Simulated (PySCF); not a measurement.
Electron correlation in Tl⁺ (thallium, charge +1)

[Xe] 4f14 5d10 6s2, closed-shell 1S. Calculation: PySCF 2.14, in def2-TZVP with the def2 core potential (60 electrons); a scalar-relativistic core potential. Frozen: 5s2 5p6 5d10; 2 electrons correlated.

Total MP2 correlation energy: -20.14 mhartree.

Same-spin part 0.00 and opposite-spin part -20.14 mhartree; SCS-MP2 scales them by 1/3 and 6/5 to -24.17 mhartree.

With two correlated electrons CCSD is exact within the correlated space (frozen core and kept virtual orbitals).

| level | correlation energy (mhartree) |
| --- | --- |
| CCSD | -27.47 |

Diagnostics: T1 = 0.0033, D1 = 0.0046, largest double amplitude 0.073.

Cost of the coupled-cluster step: 0.32 s of wall time on 1 thread of Neoverse-N1 (shared host), for 2 correlated electrons.

Iterations:

```
CC2 = 0
CCSD nocc = 1, nmo = 41
frozen orbitals [0, 1, 2, 3, 4, 5, 6, 7, 8]
max_cycle = 100
direct = 0
conv_tol = 1e-08
conv_tol_normt = 1e-06
diis_space = 8
diis_start_cycle = 0
Init t2, MP2 energy = -171.350922366222  E_corr(MP2) -0.0201394510739984
Init E_corr(CCSD) = -0.020139451074823
cycle = 1  E_corr(CCSD) = -0.0248814661075249  dE = -0.00474201503  norm(t1,t2) = 0.0327535
cycle = 2  E_corr(CCSD) = -0.0264638098471714  dE = -0.00158234374  norm(t1,t2) = 0.0129624
cycle = 3  E_corr(CCSD) = -0.0274795718415774  dE = -0.00101576199  norm(t1,t2) = 0.00532532
cycle = 4  E_corr(CCSD) = -0.0274657352806565  dE = 1.38365609e-05  norm(t1,t2) = 0.000183137
cycle = 5  E_corr(CCSD) = -0.027466020261825  dE = -2.84981169e-07  norm(t1,t2) = 2.03121e-05
cycle = 6  E_corr(CCSD) = -0.0274654726016636  dE = 5.47660161e-07  norm(t1,t2) = 2.78954e-06
cycle = 7  E_corr(CCSD) = -0.0274655832467224  dE = -1.10645059e-07  norm(t1,t2) = 5.46992e-07
cycle = 8  E_corr(CCSD) = -0.0274655744484209  dE = 8.79830145e-09  norm(t1,t2) = 7.84073e-08
CCSD converged
E(CCSD) = -171.358248489596  E_corr = -0.02746557444842095
```
